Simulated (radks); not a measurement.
Q: The gold ion Au4+, 75 electrons, occupied as [Xe] 4f14 5d7. Method: Dirac Kohn-Sham, PBE, spin-unpolarised, spherical densities, point nucleus; open shells are shared between the two j in proportion to 2j + 1; speed of light set to 171.295 atomic units (1.25 times the physical value, a model run); computed with a radial shooting solver on a logarithmic mesh with Libxc functionals. Some entries of the table are withheld. Estimate them.

| orbital | occ. | eigenvalue (eV) | <r^2> (bohr^2) |
|---|---|---|---|
| 1s1/2 | 2 | -77627.42 | 0.0004292 |
| 2s1/2 | 2 | -13439.88 | 0.006554 |
| 2p1/2 | 2 | -12902.99 | (1) |
| 2p3/2 | 4 | -11828.50 | (2) |
| 3s1/2 | 2 | -3203.200 | 0.04176 |
| 3p1/2 | 2 | -2957.293 | 0.03823 |
| 3p3/2 | 4 | -2721.515 | 0.04226 |
| 3d3/2 | 4 | -2293.797 | 0.03247 |
| 3d5/2 | 6 | -2238.421 | 0.03358 |
| 4s1/2 | 2 | -729.0300 | 0.2016 |
| 4p1/2 | 2 | -623.6451 | 0.2061 |
| 4p3/2 | 4 | -567.4955 | 0.2267 |
| 4d3/2 | 4 | -386.9294 | 0.2392 |
| 4d5/2 | 6 | -375.4547 | 0.2465 |
| 5s1/2 | 2 | -150.1563 | 1.027 |
| 4f5/2 | 6 | -140.1128 | (3) |
| 4f7/2 | 8 | -137.6041 | (4) |
| 5p1/2 | 2 | -115.9128 | (5) |
| 5p3/2 | 4 | -106.1116 | (6) |
| 5d3/2 | 2.8 | (7) | (8) |
| 5d5/2 | 4.2 | (9) | (10) |

A: 
(1) 2p1/2 <r^2> (bohr^2): 0.004718
(2) 2p3/2 <r^2> (bohr^2): 0.005475
(3) 4f5/2 <r^2> (bohr^2): 0.2913
(4) 4f7/2 <r^2> (bohr^2): 0.2965
(5) 5p1/2 <r^2> (bohr^2): 1.197
(6) 5p3/2 <r^2> (bohr^2): 1.329
(7) 5d3/2 eigenvalue (eV): -56.1632
(8) 5d3/2 <r^2> (bohr^2): 2.129
(9) 5d5/2 eigenvalue (eV): -54.8784
(10) 5d5/2 <r^2> (bohr^2): 2.205
